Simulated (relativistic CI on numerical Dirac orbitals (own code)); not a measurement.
What each ingredient does to the levels of Xe LIV

Base calculation: Dirac-Coulomb-Breit CI, KLI orbitals optimised for each configuration, QED by a radiative potential.

Configurations in the expansion: 1s, 2s, 2p, 3s, 3p, 3d, 4s, 4p, 4d, 4f, 5s, 5p, 5d, 5f, 5g, 6s, 6p, 6d. Levels of other configurations are missing.

The lowest level and the first level of each name with at least 55 % of one term (blank where a level has no safe partner in the second run):

```tsv
Level	Base (eV)	Shift (eV)
1s 2S_1/2	0.0	0.0
2p 2P°_1/2	30856.8	-1102.5
2s 2S_1/2	30864.0	-1109.6
2p 2P°_3/2	31284.1	-1529.9
3p 2P°_1/2	36706.6	-1442.1
3s 2S_1/2	36708.8	-1444.2
3d 2D_3/2	36833.4	-1568.8
3p 2P°_3/2	36833.6	-1569.1
3d 2D_5/2	36872.5	-1608.0
4p 2P°_1/2	38736.2	-1543.1
4s 2S_1/2	38737.1	-1544.0
4d 2D_3/2	38789.5	-1596.4
4p 2P°_3/2	38789.6	-1596.5
4f 2F°_5/2	38806.1	-1612.9
4d 2D_5/2	38806.1	-1612.9
4f 2F°_7/2	38814.2	-1621.0
5p 2P°_1/2	39668.1	-1582.3
5s 2S_1/2	39668.6	-1582.8
5d 2D_3/2	39695.3	-1609.5
5p 2P°_3/2	39695.4	-1609.5
5f 2F°_5/2	39703.8	-1618.0
5d 2D_5/2	39703.8	-1618.0
```

**Question.** One thing was changed in a second run, which moved the levels as shown. Which?
A. configuration mixing switched off
B. QED terms removed
C. non-relativistic limit
D. Breit term removed

**Answer.** C. Non-relativistic limit. Without relativity the fine structure collapses and s electrons lose their extra binding.
